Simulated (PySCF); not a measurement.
# Simulated characterisation data

Level of theory: GIAO PBE0/pcSseg-1 shieldings, GFN2-xTB structure, in PySCF 2.14.0 with density-fitted response routines (one computed conformer, in vacuum, rapidly exchanging positions averaged, non-relativistic Hamiltonian).

Referencing at the same level of theory: TMS for ¹H (31.72 ppm) and ¹³C (186.93 ppm). Where no couplings were computed, multiplicities follow the n + 1 count of equivalent neighbours, and m marks all less simple cases (inequivalent or close neighbours, rings, F or P nearby). Acid and N–H amide carbonyl carbons lie up to 10 ppm further downfield in solution (hydrogen bonding). Shifts are as computed. Against solution values, carbons near 30 ppm lie about +3 ppm off and those near 130 ppm about +5 ppm. Of 1309 compounds with measured shifts, 239 miss one by over three times the rms of a fit or turn the order of signals round; such compounds aren't used in these exercises. Groups on amide-type nitrogens are kept apart (slow C–N rotation). OH and NH positions are gas-phase values without hydrogen bonding to other molecules.

**1.** `InChI=1S/C6H13NO2Si/c1-4(10)6(2,3-8)5(7)9/h3-4H,1-2,10H3,(H2,7,9)/t4-,6-/m1/s1`. ¹H NMR (400 MHz, computed): δ 10.06 (s, 1H), 5.98 (br, 1H), 4.70 (br, 1H), 4.13 (d, 3H), 1.50 (s, 3H), 1.26 (m, 3H), 1.20 (m, 1H). ¹³C{¹H} NMR (computed): δ 217.1 (CH), 179.5 (C), 62.1 (C), 27.4 (CH3), 23.7 (CH), 13.7 (CH3).

**2.** SMILES C[SiH2][C@H](OC1CC1)C(N)=O, C₆H₁₃NO₂Si. ¹H NMR (400 MHz, computed): δ 6.35 (br, 1H), 4.62 (br, 1H), 4.08 (m, 1H), 3.97 (m, 1H), 3.64 (m, 1H), 3.38 (m, 1H), 0.87 (m, 1H), 0.60 (m, 1H), 0.59 (m, 1H), 0.36 (m, 1H), 0.26 (m, 3H). ¹³C{¹H} NMR (computed): δ 174.9 (C), 77.3 (CH), 57.3 (CH), 8.9 (CH2), 7.5 (CH2), -8.7 (CH3).

**3.** SMILES C=C(OC(=O)OC)N([SiH3])[SiH3], C₄H₁₁NO₃Si₂. ¹H NMR (400 MHz, computed): δ 4.66 (s, 6H), 4.16 (m, 1H), 4.07 (m, 1H), 4.00 (s, 3H). ¹³C{¹H} NMR (computed): δ 161.1, 160.9, 81.1, 56.8.

**4.** `C=CCC(=C=O)[SiH2]C`, C₆H₁₀OSi. ¹H NMR (400 MHz, computed): δ 6.10 (m, 1H), 5.40 (m, 1H), 5.24 (m, 1H), 4.65 (q, 2H), 2.86 (d, 2H), 0.39 (t, 3H). ¹³C{¹H} NMR (computed): δ 184.7, 150.7, 121.2, 34.2, 8.8, -1.5.
